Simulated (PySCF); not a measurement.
# Simulated absorption spectrum

C₈H₉OP.
Numbering: `[CH3:1][C:2](=[O:3])[c:4]1[cH:5][p:6][cH:7][c:8]([CH3:9])[cH:10]1` (hydrogens: H11, H12, H13 on C1; H14 on C5; H15 on C7; H16, H17, H18 on C9; H19 on C10)

Computed, not measured: TDDFT B3LYP/def2-SVPD, vertical, gas phase, core orbitals frozen in the response (PySCF 2.14.0, density-fitted response routines). Geometry: PBE0-D3(BJ)/def2-SVP, one conformer, isolated molecule. Torsions of this conformer, `[CH3:1][C:2](=[O:3])[c:4]1[cH:5][p:6][cH:7][c:8]([CH3:9])[cH:10]1`: C1–C2–C4–C5 -3°.

Computed states:

```tsv
state	E (eV)	f
S1	3.61	0.0000
S2	4.14	0.028
S3	4.58	0.0055
S4	4.63	0.0004
S5	4.80	0.042
S6	5.23	0.010
S7	5.39	0.318
S8	5.55	0.291
S9	6.02	0.0015
S10	6.24	0.0003
```

Broadening: Gaussians 0.5 eV wide at half height, area fixed by f = 4.319×10⁻⁹ ∫ε dν̃. The width is an assumption, not a result. The curve ends short of the highest state used, and states not computed would add to its high-energy end.

Task: Give the broadened spectrum and its maxima.

Result: 
| λ (nm) | ε (L mol⁻¹ cm⁻¹) |
| --- | --- |
| 220.0 | 23205 |
| 226.1 | 30771 |
| 232.2 | 26960 |
| 238.3 | 16825 |
| 244.4 | 8431 |
| 250.5 | 4421 |
| 256.6 | 3123 |
| 262.7 | 2553 |
| 268.8 | 1981 |
| 274.9 | 1499 |
| 280.9 | 1296 |
| 287.0 | 1352 |
| 293.1 | 1495 |
| 299.2 | 1540 |
| 305.3 | 1406 |
| 311.4 | 1131 |
| 317.5 | 808 |
| 323.6 | 518 |
| 329.7 | 302 |
| 335.8 | 162 |
| 341.9 | 81 |
| 348.0 | 38 |
| 354.1 | 17 |
| 360.2 | 7 |
| 366.2 | 3 |
| 372.3 | 1 |
| 378.4 | 1 |
| 384.5 | 0 |
| 390.6 | 0 |
| 396.7 | 0 |
| 402.8 | 0 |
| 408.9 | 0 |
| 415.0 | 0 |
| 421.1 | 0 |
| 427.2 | 0 |
| 433.3 | 0 |

Maxima: 298 nm (4.16 eV), ε about 1500, made up of S2 (96%); 227 nm (5.46 eV), ε about 31000, made up of S7 (52%) and S8 (47%) (ε in L mol⁻¹ cm⁻¹; maxima over ε = 5, shares over 10%).

Task: Does any computed singlet lie in the visible range?

Result: No computed singlet lies in the visible range (380 to 750 nm); the lowest, at 343 nm, stands 0.35 eV above its violet end (3.26 eV); a Tamm–Dancoff triplet lies at 399 nm, without intensity as long as spin–orbit coupling is left out.

Task: On this curve, what absorbance would a 10⁻⁵ mol/L sample give at 365 nm over a 1 cm path?

Result: 365 nm is 3.397 eV, where ε is about 3.9 L mol⁻¹ cm⁻¹, so A = ε c l ≈ 3.9e-05 (Beer–Lambert, with the gas-phase spectrum and the assumed width).

Task: What would ε be at 5.46 eV, the highest of these maxima, with half the width (0.25 eV)?

Result: About 49700 L mol⁻¹ cm⁻¹ against 30900, a factor of about 1.6; a lone state at its own centre would give exactly 2.

All these states lie below the vertical ionisation energy of 8.95 eV (ΔSCF).
